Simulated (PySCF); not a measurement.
Two species compared at the same levels of theory.

First species: C8H13P.
SMILES with atom numbers: `[CH3:1][CH2:2][CH2:3][P:4]1[CH:5]=[CH:6][CH2:7][CH:8]=[CH:9]1` (hydrogens: H10, H11, H12 on C1; H13, H14 on C2; H15, H16 on C3; H17 on C5; H18 on C6; H19, H20 on C7; H21 on C8; H22 on C9)

Second species: C8H13P.
InChI=1S/C8H13P/c1-2-9-7-5-3-4-6-8-9/h1H,3-8H2

Levels: CAM-B3LYP/def2-SVPD for HOMO energy, LUMO energy, HOMO–LUMO gap and static isotropic polarisability; TDDFT CAM-B3LYP/def2-SVPD for lowest singlet excitation; TDA CAM-B3LYP/def2-SVPD for lowest triplet excitation (Tamm–Dancoff); ΔSCF CAM-B3LYP/def2-SVPD for vertical ionisation energy. Geometries: PBE0-D3(BJ)/def2-SVP. All species are isolated and taken at one optimised geometry, non-relativistic unless stated. Electronic properties by PySCF.

Dipoles, sizes and rotational constants follow the conformer. The torsions of the flexible species, by atom-mapped SMILES:
- `[CH3:1][CH2:2][CH2:3][P:4]1[CH:5]=[CH:6][CH2:7][CH:8]=[CH:9]1`: C1–C2–C3–P4 64°, C2–C3–P4–C5 78°

The conformers of `C#CP1CCCCCC1` aren't listed.

Values for the first species:

```
HOMO energy                              : -7.12 eV
LUMO energy                              : 0.89 eV
HOMO–LUMO gap                            : 8.01 eV
Lowest singlet excitation                : 4.82 eV
Lowest triplet excitation (Tamm–Dancoff) : 3.77 eV
Static isotropic polarisability          : 120.6 au
Vertical ionisation energy               : 7.74 eV
```

(1) Estimate the same properties for the second species, and the change in each.

Results:

(1) 
```json
{"property": "HOMO energy", "first": "-7.12 eV", "second": "-7.72 eV", "second less first": "-0.60 eV"}
{"property": "LUMO energy", "first": "0.89 eV", "second": "1.26 eV", "second less first": "+0.37 eV"}
{"property": "HOMO–LUMO gap", "first": "8.01 eV", "second": "8.98 eV", "second less first": "+0.97 eV"}
{"property": "lowest singlet excitation", "first": "4.82 eV", "second": "5.30 eV", "second less first": "+0.48 eV"}
{"property": "lowest triplet excitation (Tamm–Dancoff)", "first": "3.77 eV", "second": "4.74 eV", "second less first": "+0.97 eV"}
{"property": "static isotropic polarisability", "first": "120.6 au", "second": "116.9 au", "second less first": "-3.7 au"}
{"property": "vertical ionisation energy", "first": "7.74 eV", "second": "8.37 eV", "second less first": "+0.63 eV"}
```

On the first: The ΔSCF ionisation energy exceeds −ε(HOMO) by 0.62 eV with CAM-B3LYP. The 10 singlets span 4.82 to 7.05 eV, and their oscillator strengths add up to 0.53.

On the second: In wavenumbers S1 is 42700 cm⁻¹ (1 eV = 8065.54 cm⁻¹). The polarisability is 17.33 Å³ as a volume (1 au = 0.148185 Å³), or 1.54 au for each of the 76 electrons.
